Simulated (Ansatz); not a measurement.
CH4Cd (SMILES [CH3][CdH]) moved off its minimum; all values from Ansatz (a quantum-chemistry and plane-wave program), cores frozen in correlated methods. Elements past Kr take the def2 small-core potentials, without spin–orbit coupling.
(charge 0, multiplicity 1)
```xyz
6

Cd    -0.26246    -0.16506    -0.08757
H     -1.80143    -0.92644    -0.23137
C      1.62267     0.83634     0.16238
H      2.08165     0.57220     1.22055
H      1.48976     1.93892     0.25868
H      2.26170     0.60333    -0.62610
```

Problem. Give the forces (eV/Å), the total energy and the dipole at CCSD(T)/def2-TZVPPD.

Solution. 
| atom | Fx | Fy | Fz |
|---|---|---|---|
| Cd1 | -0.211 | 0.029 | 0.122 |
| H2 | 0.503 | 0.206 | 0.005 |
| C3 | -0.903 | 0.663 | 3.683 |
| H4 | -0.695 | 0.103 | -2.202 |
| H5 | -0.047 | -0.639 | -0.434 |
| H6 | 1.353 | -0.363 | -1.175 |
Energy -207.6961 hartree, dipole 0.44 D.
